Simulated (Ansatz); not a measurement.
Ansatz (an electronic-structure program) input (CCSD(T)/aug-cc-pV(D+d)Z):
A basis named .json is the Basis Set Exchange file of that set.

Ansatz 0.2 input:
```yaml
crystal:
  periodic: [false, false, false]
  atoms:
    - {symbol: Si, position_ang: [-0.00000000, -0.00000000, -0.10196874]}
    - {symbol: H, position_ang: [0.00000000, 0.00000000, 1.42756239]}
basis:
  gaussian:
    orbitals: aug-cc-pV_D+d_Z.json
total_charge: -1
magnetization: {spin_polarized: true, initial_magnetization: 2}
correlation: {method: ccsd_t, electrons: outside_noble_gas}
```

Output:

```
Functional definition: HF
integrals: 0.02 GiB planned
431 factors; integrals over basis functions are off by at most 1.1e-3 eV
mean field: 0.07 GiB planned
mean field evaluation 1: about -7875.6906 eV, gradient 7.0e0 eV
mean field evaluation 2: about -7875.6907 eV, gradient 7.0e0 eV
mean field evaluation 4: about -7876.5684 eV, gradient 1.2e0 eV
mean field evaluation 8: about -7876.6133 eV, gradient 1.1e-3 eV
mean field evaluation 16: about -7876.6127 eV, gradient 1.4e-1 eV
mean field evaluation 32: about -7874.5227 eV, gradient 8.0e-4 eV
mean field evaluation 64: about -7874.5227 eV, gradient 2.2e-2 eV
mean field -7876.61331966 eV, -289.4602005373 hartree, gradient 1.8e-6 eV, S^2 2.034052; 2 other end points of the search recorded, 0 dependent functions left out
determinant -7876.61331966 eV, -289.4602005373 hartree, with singles and doubles -7879.49919104 eV, -289.5662543542 hartree
determinant -7874.52265687 eV, -289.3833700967 hartree, with singles and doubles -7877.29557189 eV, -289.4852728441 hartree
determinant -7874.01166922 eV, -289.3645916469 hartree, with singles and doubles -7876.71100883 eV, -289.4637905479 hartree
5 core orbitals not correlated
reference -7876.61331966 eV, -289.4602005373 hartree; 4, 2 occupied and 32, 34 virtual orbitals, 431 factors
second order -2.23843469 eV of doubles, -0.00000000 eV of singles
coupled cluster: 0.08 GiB planned
cycle   1  -2.88589923 eV  change   -2.8e-5 eV  update   5.2e-4
cycle   2  -2.88591452 eV  change   -1.5e-5 eV  update   3.3e-4
cycle   3  -2.88590793 eV  change    6.6e-6 eV  update   1.6e-4
cycle   4  -2.88590720 eV  change    7.3e-7 eV  update   5.4e-5
cycle   5  -2.88594741 eV  change   -4.0e-5 eV  update   1.4e-5
cycle   6  -2.88596011 eV  change   -1.3e-5 eV  update   3.8e-6
cycle   7  -2.88596182 eV  change   -1.7e-6 eV  update   1.7e-6
perturbative correction -0.09260620 eV, -0.0034032150 hartree
Total energy: -7879.59188768 eV, -289.5696608929 hartree
```

This state (charge -1, triplet) is run at the relaxed geometry of the species with charge 0 and multiplicity 2.
